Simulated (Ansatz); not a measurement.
Ansatz (a program for electronic structure) input (B3LYP-D3(BJ)/def2-TZVP):

Ansatz 0.2 input:
```yaml
crystal:
  periodic: [false, false, false]
  atoms:
    - {symbol: C, position_ang: [-2.59850535, 0.14921332, 0.20336652]}
    - {symbol: C, position_ang: [-1.48370442, -0.45916244, 0.96782383]}
    - {symbol: C, position_ang: [-0.44130161, -1.18120059, 0.11131329]}
    - {symbol: S, position_ang: [0.39121401, -0.15713573, -1.14403551]}
    - {symbol: C, position_ang: [1.19670197, 1.11599209, -0.11981925]}
    - {symbol: C, position_ang: [2.24996898, 0.59045408, 0.84460124]}
    - {symbol: H, position_ang: [-2.46558169, 0.42683390, -0.83240280]}
    - {symbol: H, position_ang: [-3.51428695, 0.43240812, 0.70299263]}
    - {symbol: H, position_ang: [-0.97374383, 0.30479275, 1.57607038]}
    - {symbol: H, position_ang: [-1.87568069, -1.17360871, 1.70266940]}
    - {symbol: H, position_ang: [0.30848997, -1.65304724, 0.74690025]}
    - {symbol: H, position_ang: [-0.91625474, -1.97294047, -0.47047259]}
    - {symbol: H, position_ang: [1.64755504, 1.78766558, -0.85212877]}
    - {symbol: H, position_ang: [0.43194070, 1.68999061, 0.40567968]}
    - {symbol: H, position_ang: [1.81122422, -0.06483902, 1.59824292]}
    - {symbol: H, position_ang: [2.73120998, 1.41896530, 1.37035946]}
    - {symbol: H, position_ang: [3.01674626, 0.02617236, 0.31294354]}
basis:
  gaussian:
    orbitals: def2-TZVP
hamiltonian:
  xc: b3lyp
  dispersion: d3bj
magnetization: {spin_polarized: true, initial_magnetization: 1}
phonons: {temperatures: {t_min: 298.15, t_max: 298.15, t_step: 100}}
```

Output:

```
Functional definition: B3LYP
integrals: 0.23 GiB planned
1655 factors; their error is unknown
0.34 GiB of the device are held for the grids
1.66 GiB of device memory are held for the factors and their scratch space
mean field: 1.88 GiB planned
mean field evaluation 1: about -16174.4017 eV, gradient 7.0e1 eV
mean field evaluation 2: about -16034.7006 eV, gradient 1.4e2 eV
mean field evaluation 4: about -16198.8120 eV, gradient 2.2e1 eV
mean field evaluation 8: about -16201.4472 eV, gradient 4.0e-1 eV
mean field evaluation 16: about -16201.4244 eV, gradient 8.7e-3 eV
mean field -16201.42441838 eV, -595.3913656557 hartree, gradient 2.3e-5 eV, S^2 0.753956; 0 other end points of the search recorded, 0 dependent functions left out
the calculation of the forces begins
reference -16201.42473704 eV, -595.3913773660 hartree; 29, 28 occupied and 229, 230 virtual orbitals, 1655 factors
these checks for a lower state are left out or cut short: stability, starts, cluster_reference, orbital_swaps, neighbouring_geometries, increment
integrals: 0.23 GiB planned
1655 factors; their error is unknown
0.34 GiB of the device are held for the grids
1.66 GiB of device memory are held for the factors and their scratch space
mean field: 1.88 GiB planned
mean field -16201.42416176 eV, -595.3913562248 hartree, gradient 1.6e-6 eV, S^2 0.753961; 0 other end points of the search recorded, 0 dependent functions left out
the calculation of the forces begins
reference -16201.42448041 eV, -595.3913679350 hartree; 29, 28 occupied and 229, 230 virtual orbitals, 1655 factors
these checks for a lower state are left out or cut short: stability, starts, cluster_reference, orbital_swaps, neighbouring_geometries, increment
integrals: 0.23 GiB planned
1655 factors; their error is unknown
0.34 GiB of the device are held for the grids
1.66 GiB of device memory are held for the factors and their scratch space
mean field: 1.88 GiB planned
mean field evaluation 32: about -16201.4474 eV, gradient 4.5e-1 eV
mean field -16201.42436832 eV, -595.3913638158 hartree, gradient 1.6e-6 eV, S^2 0.753951; 0 other end points of the search recorded, 0 dependent functions left out
the calculation of the forces begins
reference -16201.42468698 eV, -595.3913755263 hartree; 29, 28 occupied and 229, 230 virtual orbitals, 1655 factors
these checks for a lower state are left out or cut short: stability, starts, cluster_reference, orbital_swaps, neighbouring_geometries, increment
integrals: 0.23 GiB planned
1655 factors; their error is unknown
0.34 GiB of the device are held for the grids
1.66 GiB of device memory are held for the factors and their scratch space
mean field: 1.88 GiB planned
mean field -16201.42438739 eV, -595.3913645166 hartree, gradient 1.6e-6 eV, S^2 0.753956; 0 other end points of the search recorded, 0 dependent functions left out
the calculation of the forces begins
reference -16201.42470600 eV, -595.3913762254 hartree; 29, 28 occupied and 229, 230 virtual orbitals, 1655 factors
these checks for a lower state are left out or cut short: stability, starts, cluster_reference, orbital_swaps, neighbouring_geometries, increment
integrals: 0.23 GiB planned
1655 factors; their error is unknown
0.34 GiB of the device are held for the grids
1.66 GiB of device memory are held for the factors and their scratch space
mean field: 1.88 GiB planned
mean field -16201.42435633 eV, -595.3913633752 hartree, gradient 1.6e-6 eV, S^2 0.753956; 0 other end points of the search recorded, 0 dependent functions left out
[...]
these checks for a lower state are left out or cut short: stability, starts, cluster_reference, orbital_swaps, neighbouring_geometries, increment
integrals: 0.23 GiB planned
1655 factors; their error is unknown
0.34 GiB of the device are held for the grids
1.66 GiB of device memory are held for the factors and their scratch space
mean field: 1.88 GiB planned
mean field evaluation 672: about -16201.4244 eV, gradient 4.2e-4 eV
mean field -16201.42436586 eV, -595.3913637254 hartree, gradient 1.6e-6 eV, S^2 0.753956; 0 other end points of the search recorded, 0 dependent functions left out
the calculation of the forces begins
reference -16201.42468456 eV, -595.3913754375 hartree; 29, 28 occupied and 229, 230 virtual orbitals, 1655 factors
these checks for a lower state are left out or cut short: stability, starts, cluster_reference, orbital_swaps, neighbouring_geometries, increment
integrals: 0.23 GiB planned
1655 factors; their error is unknown
0.34 GiB of the device are held for the grids
1.66 GiB of device memory are held for the factors and their scratch space
mean field: 1.88 GiB planned
mean field -16201.42434074 eV, -595.3913628024 hartree, gradient 1.6e-6 eV, S^2 0.753956; 0 other end points of the search recorded, 0 dependent functions left out
the calculation of the forces begins
reference -16201.42465935 eV, -595.3913745110 hartree; 29, 28 occupied and 229, 230 virtual orbitals, 1655 factors
these checks for a lower state are left out or cut short: stability, starts, cluster_reference, orbital_swaps, neighbouring_geometries, increment
integrals: 0.23 GiB planned
1655 factors; their error is unknown
0.34 GiB of the device are held for the grids
1.66 GiB of device memory are held for the factors and their scratch space
mean field: 1.88 GiB planned
mean field -16201.42440420 eV, -595.3913651344 hartree, gradient 1.6e-6 eV, S^2 0.753956; 0 other end points of the search recorded, 0 dependent functions left out
the calculation of the forces begins
reference -16201.42472289 eV, -595.3913768463 hartree; 29, 28 occupied and 229, 230 virtual orbitals, 1655 factors
these checks for a lower state are left out or cut short: stability, starts, cluster_reference, orbital_swaps, neighbouring_geometries, increment
integrals: 0.23 GiB planned
1655 factors; their error is unknown
0.34 GiB of the device are held for the grids
1.66 GiB of device memory are held for the factors and their scratch space
mean field: 1.88 GiB planned
mean field -16201.42436452 eV, -595.3913636764 hartree, gradient 1.6e-6 eV, S^2 0.753956; 0 other end points of the search recorded, 0 dependent functions left out
the calculation of the forces begins
reference -16201.42468314 eV, -595.3913753851 hartree; 29, 28 occupied and 229, 230 virtual orbitals, 1655 factors
these checks for a lower state are left out or cut short: stability, starts, cluster_reference, orbital_swaps, neighbouring_geometries, increment
integrals: 0.23 GiB planned
1655 factors; their error is unknown
0.34 GiB of the device are held for the grids
1.66 GiB of device memory are held for the factors and their scratch space
mean field: 1.88 GiB planned
mean field -16201.42440598 eV, -595.3913652000 hartree, gradient 1.6e-6 eV, S^2 0.753956; 0 other end points of the search recorded, 0 dependent functions left out
the calculation of the forces begins
reference -16201.42472466 eV, -595.3913769113 hartree; 29, 28 occupied and 229, 230 virtual orbitals, 1655 factors
these checks for a lower state are left out or cut short: stability, starts, cluster_reference, orbital_swaps, neighbouring_geometries, increment
integrals: 0.23 GiB planned
1655 factors; their error is unknown
0.34 GiB of the device are held for the grids
1.66 GiB of device memory are held for the factors and their scratch space
mean field: 1.88 GiB planned
mean field evaluation 704: about -16201.4473 eV, gradient 4.4e-1 eV
mean field -16201.42431493 eV, -595.3913618539 hartree, gradient 1.6e-6 eV, S^2 0.753956; 0 other end points of the search recorded, 0 dependent functions left out
the calculation of the forces begins
reference -16201.42463356 eV, -595.3913735632 hartree; 29, 28 occupied and 229, 230 virtual orbitals, 1655 factors
these checks for a lower state are left out or cut short: stability, starts, cluster_reference, orbital_swaps, neighbouring_geometries, increment
integrals: 0.23 GiB planned
1655 factors; their error is unknown
0.34 GiB of the device are held for the grids
1.66 GiB of device memory are held for the factors and their scratch space
mean field: 1.88 GiB planned
mean field -16201.42438028 eV, -595.3913642555 hartree, gradient 1.6e-6 eV, S^2 0.753956; 0 other end points of the search recorded, 0 dependent functions left out
the calculation of the forces begins
reference -16201.42469893 eV, -595.3913759657 hartree; 29, 28 occupied and 229, 230 virtual orbitals, 1655 factors
these checks for a lower state are left out or cut short: stability, starts, cluster_reference, orbital_swaps, neighbouring_geometries, increment
integrals: 0.23 GiB planned
1655 factors; their error is unknown
0.34 GiB of the device are held for the grids
1.66 GiB of device memory are held for the factors and their scratch space
mean field: 1.88 GiB planned
mean field -16201.42438131 eV, -595.3913642932 hartree, gradient 1.6e-6 eV, S^2 0.753956; 0 other end points of the search recorded, 0 dependent functions left out
the calculation of the forces begins
reference -16201.42469997 eV, -595.3913760036 hartree; 29, 28 occupied and 229, 230 virtual orbitals, 1655 factors
these checks for a lower state are left out or cut short: stability, starts, cluster_reference, orbital_swaps, neighbouring_geometries, increment
integrals: 0.23 GiB planned
1655 factors; their error is unknown
0.34 GiB of the device are held for the grids
1.66 GiB of device memory are held for the factors and their scratch space
mean field: 1.88 GiB planned
mean field -16201.42439258 eV, -595.3913647074 hartree, gradient 1.6e-6 eV, S^2 0.753956; 0 other end points of the search recorded, 0 dependent functions left out
the calculation of the forces begins
reference -16201.42471122 eV, -595.3913764173 hartree; 29, 28 occupied and 229, 230 virtual orbitals, 1655 factors
these checks for a lower state are left out or cut short: stability, starts, cluster_reference, orbital_swaps, neighbouring_geometries, increment
integrals: 0.23 GiB planned
1655 factors; their error is unknown
0.34 GiB of the device are held for the grids
1.66 GiB of device memory are held for the factors and their scratch space
mean field: 1.88 GiB planned
mean field evaluation 736: about -16201.4244 eV, gradient 5.6e-3 eV
mean field -16201.42437040 eV, -595.3913638923 hartree, gradient 1.6e-6 eV, S^2 0.753956; 0 other end points of the search recorded, 0 dependent functions left out
the calculation of the forces begins
reference -16201.42468906 eV, -595.3913756030 hartree; 29, 28 occupied and 229, 230 virtual orbitals, 1655 factors
Total energy: -16202.13606962 eV, -595.4175183561 hartree
Atom 0 at    -2.598505     0.149213     0.203367 Å, force    -0.000424     0.000578    -0.000753 eV/Å
Atom 1 at    -1.483704    -0.459162     0.967824 Å, force    -0.000774    -0.000799     0.001114 eV/Å
Atom 2 at    -0.441302    -1.181201     0.111313 Å, force     0.000209     0.000096    -0.000024 eV/Å
Atom 3 at     0.391214    -0.157136    -1.144036 Å, force     0.000768     0.000636    -0.000573 eV/Å
Atom 4 at     1.196702     1.115992    -0.119819 Å, force    -0.000711    -0.000402    -0.000262 eV/Å
Atom 5 at     2.249969     0.590454     0.844601 Å, force     0.000162     0.000336     0.000188 eV/Å
Atom 6 at    -2.465582     0.426834    -0.832403 Å, force     0.000534     0.000296     0.000045 eV/Å
Atom 7 at    -3.514287     0.432408     0.702993 Å, force    -0.000443    -0.000014     0.000127 eV/Å
Atom 8 at    -0.973744     0.304793     1.576070 Å, force     0.000497     0.000130    -0.000008 eV/Å
Atom 9 at    -1.875681    -1.173609     1.702669 Å, force    -0.000058     0.000323    -0.000016 eV/Å
Atom 10 at     0.308490    -1.653047     0.746900 Å, force     0.000196    -0.000342     0.000443 eV/Å
Atom 11 at    -0.916255    -1.972940    -0.470473 Å, force    -0.000049    -0.000098    -0.000092 eV/Å
Atom 12 at     1.647555     1.787666    -0.852129 Å, force    -0.000196     0.000238    -0.000395 eV/Å
Atom 13 at     0.431941     1.689991     0.405680 Å, force    -0.000803    -0.000438     0.000072 eV/Å
Atom 14 at     1.811224    -0.064839     1.598243 Å, force     0.000300    -0.000369     0.000281 eV/Å
Atom 15 at     2.731210     1.418965     1.370359 Å, force     0.000138     0.000048     0.000022 eV/Å
Atom 16 at     3.016746     0.026172     0.312944 Å, force     0.000656    -0.000221    -0.000169 eV/Å
Dipole moment:     0.053987     0.047282     0.362239 e Å
Vibrations: 42.23 88.09 148.79 175.66 201.71 256.74 305.60 361.73 436.51 502.58 627.62 678.45 759.61 804.07 869.99 961.96 983.70 1043.74 1056.31 1071.01 1097.88 1158.28 1252.84 1279.11 1296.07 1316.13 1367.55 1412.30 1454.85 1458.08 1470.98 1479.86 1493.41 1503.28 2935.81 2996.10 3032.10 3047.99 3052.40 3081.92 3091.22 3093.38 3112.53 3151.86 3255.25 cm⁻¹, zero-point energy 3.984064 eV
```

It need not be the lowest isomer of its formula.
